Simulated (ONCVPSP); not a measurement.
**Cu, ONCV: configuration errors across variants**

Cu, optimised norm-conserving Vanderbilt (ONCV), made with ONCVPSP 4.0.1 (PBE, scalar-relativistic). Core [Ne] 3s2, reference 3p6 3d10 4s1. Waves: 4s: rc 2.50 bohr, ncon 3, nbas 6, qcut 3.1 1/bohr, 2 projectors, debl 1 Ha; 3p: rc 1.00 bohr, ncon 4, nbas 7, qcut 11.6 1/bohr, 2 projectors, debl 3.7 Ha; 3d: rc 1.60 bohr, ncon 5, nbas 10, qcut 9.7 1/bohr, 2 projectors, debl 3 Ha. Local part: polynomial inside 0.80 bohr (lpopt 5, dvloc0 4 Ha). Core correction: polynomial model core, fcfact 0.4.

All-electron excitation energies from the reference (eV): (1) 3p6 3d10 4s0 8.150; (2) 3p6 3d9 4s0 29.483; (3) 3p6 3d9 4s2 1.972.

A true bound ghost makes a file unfit for plane-wave use even where its test errors are small: the radial tests pick states by their node count and pass the ghost by.

Errors AE − PS in meV (a dash: test not solved or not reliable):

```json
{"change": "base", "(1)": "-0.1", "(2)": "-39", "(3)": "+63", "bound ghosts": "s", "GHOST(+) flags above zero": "none"}
{"change": "p: rc 0.8", "(1)": "-0.2", "(2)": "-39", "(3)": "+63", "bound ghosts": "s", "GHOST(+) flags above zero": "none"}
{"change": "p: rc 0.98", "(1)": "-0.1", "(2)": "-39", "(3)": "+63", "bound ghosts": "s", "GHOST(+) flags above zero": "none"}
{"change": "p: rc 1.1", "(1)": "-0.1", "(2)": "-39", "(3)": "+63", "bound ghosts": "s", "GHOST(+) flags above zero": "none"}
{"change": "p: rc 1.18", "(1)": "-0.2", "(2)": "-39", "(3)": "+63", "bound ghosts": "s", "GHOST(+) flags above zero": "none"}
{"change": "p: rc 1.34", "(1)": "-0.2", "(2)": "-39", "(3)": "+63", "bound ghosts": "s", "GHOST(+) flags above zero": "none"}
{"change": "p: rc 1.42", "(1)": "-0.2", "(2)": "-39", "(3)": "+63", "bound ghosts": "s", "GHOST(+) flags above zero": "none"}
```

(1) Give the same row for: p: rc 0.72; local potential polynomial inside 0.72 bohr (lpopt 5, dvloc0 4 Ha).

## Answers

(1) -0.2, -38, +64; bound ghosts: s; GHOST(+) flags above zero: none.
